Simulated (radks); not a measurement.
Isoelectronic series with 1 electrons, all held in the configuration 1s1, which need not be the ground one along the series. Method: scalar-relativistic Kohn-Sham, PBE, spin-unpolarised, spherical densities, finite nucleus; Fermi nuclear charge, rms radius of each element as measured or else 0.836 A^(1/3) + 0.57 fm; computed with a radial shooting solver on a logarithmic mesh with Libxc functionals. Total energies (hartree) and orbital eigenvalues (eV):

| ion | E (hartree) | 1s |
|---|---|---|
| H | -0.45893 | -6.4927 |
| F8+ | -40.03675 | -1029.966 |
| Cl16+ | -144.08247 | -3807.146 |
| Mn24+ | -313.69090 | -8367.483 |
| As32+ | -550.69306 | -14760.33 |
| Nb40+ | -857.76133 | -23057.88 |
| In48+ | -1238.56480 | -33359.34 |
| La56+ | -1698.0100 | -45797.45 |
| Tb64+ | -2242.5906 | -60547.94 |
| Ta72+ | -2880.8808 | -77842.87 |
